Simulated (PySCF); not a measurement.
BiF2, SMILES [F][Bi][F], multiplicity 2. Geometry: B3LYP-D3(BJ)/def2-TZVP. The spin state was assumed, not searched. The isomer is the one that the SMILES or the coordinates give; other isomers of the formula were not compared. The def2 effective core potentials stand for the cores of Bi; spin–orbit coupling is left out.

Computed equilibrium geometry at B3LYP-D3(BJ)/def2-TZVP (PySCF confirms it by a frequency run) as a Z-matrix, and its point group:
point group C2v.
```
Bi
F 1 2.0237
F 1 2.0237 2 96.23
```
Charge 0, spin multiplicity 2.
